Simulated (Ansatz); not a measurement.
A series at Si: from tetramethylsilane, ligands are replaced one by one, each step taking up HCl and setting free CH₄; n counts the steps. Ansatz, PBE0-D4/def2-TZVP geometries.

CBS adds triple-zeta CCSD(T) − MP2 to the MP2 limit, frozen cores; atoms without spin–orbit coupling. 

```csv
n,molecule,"atomization energy, CCSD(T)/CBS (kJ/mol)"
0,`C[Si](C)(C)C`,6456.7
1,`C[Si](C)(C)Cl`,?
2,`C[Si](C)(Cl)Cl`,4067.4
3,`C[Si](Cl)(Cl)Cl`,2851.2
4,`Cl[Si](Cl)(Cl)Cl`,1619.8
```

Task: By hand: fit a straight line y = ȳ + b (n − n̄) to the 4 given rows and predict n = 1.

Result: n̄ = 2.250, ȳ = 3748.78; Σ(n − n̄)(y − ȳ) = -10571.38, Σ(n − n̄)² = 8.750, so b = -1208.16 kJ/mol a step. Prediction: 3748.78 + (-1208.16) × (-1.250) = 5259.0 kJ/mol.

Task: By hand: compare with the computed value, 5269.1 kJ/mol, and give the steps along the whole series.

Result: The line misses by 10.1 kJ/mol (computed minus predicted). Steps: -1187.6, -1201.7, -1216.2, -1231.4 kJ/mol.

The steps differ by up to 43.8 kJ/mol, small against a whole step but well beyond the method's doubt, so the ligands' effects don't simply add. The miss is 0.2 % of the series' range. The energies themselves are unsure by some kJ/mol a bond, though much of that is common to the series.
